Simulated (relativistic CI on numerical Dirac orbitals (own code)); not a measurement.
A reference radial Dirac CI calculation of Hg XLV gave the lowest total energy -18324.53097 Ha in 50 SCF steps, from this input:

```
atom Hg  Z=80  charge=44  electrons=36
nucleus A=202  rms_radius_fm=5.4648
hamiltonian dirac-coulomb  breit=on  qed=on  c_scale=1
orbitals kli  potential=per-configuration
slater_scale 1
correlation none
mixing on
grid step=0.0125 r_max=3.3
scf mixing=0.4 start=green max_iterations=150 tolerance=2e-08 node_fill=0.05
configurations
  [Ar] 3d10 4s2 4p6
  [Ar] 3d10 4s2 4p5 4d
  [Ar] 3d10 4s2 4p4 4d2
  [Ar] 3d10 4s 4p6 4d
  [Ar] 3d10 4s2 4p5 4f
end
```

One setting was then changed, and the output read:

```
SCF 1: [Ar] 3d10 4s2 4p6
 iter      energy (Ha)   residual   last orbital (Ha)
    1    -18152.120362   7.40e+00   -127.16499
    2    -18297.416788   4.15e+00   -107.82703
error: SCF of 1s2 2s2 2p6 3s2 3p6 3d10 4s2 4p6 did not converge
end: not converged
```

**Question.** Which setting was changed?
A. nuclear radius
B. charge
C. iteration limit
D. node fill of the KLI weights

**Answer.** C. The iteration limit 2. This setting is bad on purpose; its numbers may not be properties of the ion.
